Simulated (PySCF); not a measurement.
**C₆ coefficients of unlike pairs at PBE0**

Calculated with PySCF 2.14 from the dipole response of each species, C₆(A,B) = (3/π) ∫ α_A(iu) α_B(iu) du, in atomic units, from isotropic polarisabilities. For ions this is the dispersion term alone; charge-induced terms of lower order in 1/R come first.

```json
{"species": "Cr²⁺", "configuration": "[Ar] 3d4 (5D)", "basis": "aug-cc-pVDZ-DK (7s6p4d2f)", "relativity": "spin-free X2C", "α (bohr³)": "4.103", "C₆ (like pair)": "11.66"}
{"species": "Mo²⁺", "configuration": "[Kr] 4d4 (5D)", "basis": "aug-cc-pVTZ-DK (9s8p6d3f2g)", "relativity": "spin-free X2C", "α (bohr³)": "9.965", "C₆ (like pair)": "52.99"}
{"species": "Te", "configuration": "[Kr] 4d10 5s2 5p4 (3P)", "basis": "x2c-QZVPPall with one added diffuse shell each of s, p, d, f type (14s10p8d5f1g)", "relativity": "spin-free X2C", "α (bohr³)": "39.60", "C₆ (like pair)": "435.9"}
{"species": "Se³⁺", "configuration": "[Ar] 3d10 4s2 4p1 (2P)", "basis": "def2-TZVPPD (7s6p5d1f)", "relativity": "none", "α (bohr³)": "6.874", "C₆ (like pair)": "23.54"}
```

(1) Estimate C₆ for Te with Mo²⁺.

No spin-orbit coupling is included.

The other pairs:

```json
{"pair": "Se³⁺, Mo²⁺", "C₆": "35.06"}
{"pair": "Se³⁺, Cr²⁺", "C₆": "16.05"}
{"pair": "Se³⁺, Te", "C₆": "98.41"}
{"pair": "Te, Cr²⁺", "C₆": "64.73"}
{"pair": "Mo²⁺, Cr²⁺", "C₆": "24.62"}
```

Results:

(1) The integral gives 144.5. The combination rule 2 C_A C_B / (C_A α_B/α_A + C_B α_A/α_B) gives 144.3 and the geometric mean 152.0.
